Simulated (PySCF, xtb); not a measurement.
anisole (C₇H₈O), SMILES c1ccc(cc1)OC.

Geometry: r2SCAN-D4/def2-SVP. The values are those of a single conformer.

The numbers are results of C-PCM-B3LYP/def2-SVP run with PySCF 2.14.0, not measurements.

The values are the electrostatic part of the solvation free energy, E(continuum) − E(gas) at the gas-phase geometry, in a cavity of scaled van der Waals radii (PySCF's table); cavitation and dispersion terms are not included. In vacuum the orbital gap is 5.86 eV. The dipole moment in vacuum is 1.35 D.

Q: Estimate the values in water (ε = 78.36), ethylethanoate (ε = 5.99), diethylether (ε = 4.24). (An estimate is asked for; the answer gives what the named calculation found.)

A: 
```csv
solvent,ε,ΔG(elec) (kcal/mol),dipole (D),gap (eV)
water,78.36,-3.7,1.80,5.85
ethylethanoate,5.99,-3.1,1.71,5.85
diethylether,4.24,-2.8,1.67,5.85
```

For comparison, GFN2-xTB/ALPB(water) (xtb, at the GFN2-xTB geometry, all terms of that model) gives -1.5 kcal/mol.
